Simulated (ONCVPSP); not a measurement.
Before and after: ONCV potential for chromium (Cr)

chromium, optimised norm-conserving Vanderbilt (ONCV), made with ONCVPSP 4.0.1 (PBE, fully relativistic). Core [Ne], reference 3s2 3p6 3d5 4s0.75 4p0.25. Waves: 3s+4s: rc 1.50 bohr, ncon 4, nbas 8, qcut 8.8 1/bohr, 2 projectors; 3p+4p: rc 1.70 bohr, ncon 4, nbas 7, qcut 8.2 1/bohr, 2 projectors; 3d: rc 1.05 bohr, ncon 4, nbas 8, qcut 9.9 1/bohr, 2 projectors, debl 2.4 Ha. Local part: polynomial inside 0.75 bohr (lpopt 5, dvloc0 0 Ha). Core correction: none.

Open shells are filled in proportion to 2j + 1.

All-electron outer shells of the reference configuration (PBE, scalar-relativistic, ld1.x):

```csv
shell,level (eV),outermost node (bohr),outermost maximum (bohr)
2s,-667.49,0.09,0.24
2p,-561.04,–,0.20
3s,-74.36,0.36,0.78
3p,-45.82,0.33,0.80
4s,-4.27,1.12,2.74
3d,-3.28,–,0.84
4p,-1.20,1.25,3.89
```

Change: scalar-relativistic.

Cutoffs: the cutoffs (Ha) at which the residual kinetic energy of the hardest occupied pseudo-wave falls to 1 and 0.1 mHa per electron; they do not see the model core or the augmentation charge, which bear on the density cutoff. Errors are all-electron minus pseudo energies relative to the spin-unpolarised reference configuration.

Task: How do hardness, ghosts and transferability respond?

Result: The potential gets neither clearly harder nor softer (127 Ha and 212 Ha → 127 Ha and 212 Ha); the bound ghost in p disappears; of the 3 tests that both files solve, the error grows in 1 and shrinks in 1 by more than 15 % and 0.3 meV (median size 1.2 → 0.4 meV).

| quantity | base | changed |
| --- | --- | --- |
| cutoff, loose | 127 Ha | 127 Ha |
| cutoff, tight | 212 Ha | 212 Ha |
| loose cutoff by channel | s 24 Ha, p 24 Ha, d 127 Ha | s 24 Ha, p 24 Ha, d 127 Ha |
| bound ghosts | p1/2 | none |
| GHOST(+) flags under 300 eV | s at 264.5 eV | s at 264.5 eV |
| tests with a reliable result | 3 of 4 | 3 of 4 |
| error for 3s2 3p6 3d5 4s1 4p0, meV [ΔE -0.76 eV] | -0.1 | 0.0 |
| error for 3s2 3p6 3d5 4s0 4p0, meV [ΔE 6.14 eV] | +1.2 | +0.4 |
| error for 3s2 3p6 3d4 4s1 4p1, meV [ΔE 2.75 eV] | +3.2 | +4.1 |
| s: phases at 1.52 bohr within 0.05 rad from the reference energy up to (Ha; the scan ends near 5) | to the end of the scan | to the end of the scan |

 A true bound ghost makes a file unfit for plane-wave use even where its test errors are small: the radial tests pick states by their node count and pass the ghost by.
